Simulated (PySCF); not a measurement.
## Unknown compound

Molecular formula: C3H12O2Si3. Simulated spectra:

1H NMR (500 MHz, computed): δ 5.00 (s, 3H), 4.85 (s, 2H), 4.60 (d, 2H), 0.75 (m, 2H), 0.42 (m, 2H), -0.10 (m, 1H).

13C{1H} NMR (computed): δ 3.4 (CH2, 2C), -2.1 (CH).

No relativistic terms, equivalent nuclei averaged, in vacuum, single conformer. Coordinates at the PBE0-D3(BJ)/def2-SVP level; NMR shieldings at CAM-B3LYP/pcSseg-1/GIAO; PySCF 2.14.

Scale: 1H (σ = 31.33 ppm), 13C (σ = 182.45 ppm) against TMS (reference shieldings calculated alike).

Task: Propose a structure and justify it.

Result: 
1. The formula gives 1 degree of unsaturation (1 ring in the answer).
2. 2 carbon signals for 3 carbons: some carbons are equivalent by symmetry or fast rotation.
3. Carbon types of the structure: 1 × CH, 2 × CH2, leaving 7 H on heteroatoms.
4. δC 3.4, -2.1: three-membered-ring carbon; carbons of three-membered rings are unusually shielded.
5. δH 5.00: hydrogen on a silicon bonded to O.
6. δH 4.85: hydrogen on a silicon bonded to 2 O.
7. δH 4.60: hydrogen on a silicon bonded to C, O.
8. δH 0.75, 0.42, -0.10: hydrogen on a three-membered-ring carbon; cyclopropane-type protons are shielded by the ring.

The compound is SMILES [SiH3]O[SiH2]O[SiH2]C1CC1.

The data come from this structure; uniqueness wasn't tested.

Shifts are as computed, not scaled to solution data. Of 1211 compounds with measured shifts, 218 miss one by over three times the rms of a fit or turn the order of signals round; such compounds aren't used in these exercises. Multiplicities follow the n + 1 count of equivalent neighbours, as no J values were calculated; m marks all less simple cases, F and P coupling included.
